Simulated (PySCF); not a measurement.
Problem. Write Cartesian coordinates for `c1c[n+]([O-])cc(CC)c1` as optimised with GFN2-xTB.

Solution. 
```xyz
18
C7H9NO angstrom
C     -2.2843    0.7049    0.7505
C     -1.6823   -0.5262    0.0694
C     -0.2119   -0.3302   -0.1550
C      0.2678    0.2967   -1.3016
C      1.6338    0.4878   -1.4293
C      2.4874    0.0657   -0.4381
N      2.0256   -0.5396    0.6811
O      2.8143   -0.9164    1.5808
C      0.6915   -0.7295    0.8072
H     -3.3511    0.5653    0.9054
H     -1.8117    0.8722    1.7156
H     -2.1359    1.5901    0.1361
H     -2.1803   -0.6881   -0.8880
H     -1.8477   -1.4031    0.6969
H     -0.4124    0.6217   -2.0721
H      2.0436    0.9684   -2.3037
H      3.5582    0.1864   -0.4868
H      0.3867   -1.2196    1.7198
```

Any rigid rotation of these coordinates is as good. Atoms count from 1 in this order. The 6 C–C bonds span 1.375 Å (C5–C6, aromatic) to 1.530 Å (C1–C2, drawn single), a spread of 0.155 Å. Of the pairs four or more bonds apart, H14···H18 is among the closest relative to their van der Waals radii: 2.46 Å, 103 % of the sum of Bondi's values. N7 (N-oxide nitrogen) is planar (angles 120.9°, 120.7° and 118.4°, sum 360.0°, 0.00 Å off the plane of its three neighbours). The 6-membered ring C3–C4–C5–C6–N7–C9 has internal angles of 118.4° to 122.7° (sum 720°, against 720° for a flat polygon); it is planar, 0.00 Å rms from its mean plane, widest ring torsion 0°.

Bonds between heavy atoms (Å): C1–C2 1.530, C2–C3 1.500, C3–C4 1.392, C4–C5 1.385, C5–C6 1.375, C6–N7 1.354, N7–O8 1.254, N7–C9 1.353, C3–C9 1.379.

The geometry is computed with GFN2-xTB (gas phase).

Point group: C1 (no symmetry element, even within 0.4 Å). No frequency check. The numbers are those of one conformer (C1–C2–C3–C4 -87°).
